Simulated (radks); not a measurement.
Task: These are the eigenvalues of the occupied orbitals of an atom or ion with whole-number occupations (eV). Method: non-relativistic Kohn-Sham, r2SCAN, spin-polarised, spherical densities, point nucleus; meta-GGA in the generalised Kohn-Sham scheme; computed with a radial shooting solver on a logarithmic mesh with Libxc functionals.

| orbital | eigenvalue |
|---|---|
| 1s | -57779.90 |

Which element is it, and in what charge state? The configuration may be excited. Open shells, if any, are filled with parallel spins first.

Result: Z = 66, dysprosium, charge +64: Dy64+ in [He]. The 1s level, -2123.4 hartree, gives Z - s = 65.2 by -(Z - s)^2/2, which with screening narrows Z to a few neighbours, and with so few levels the electron count can be read from the list.
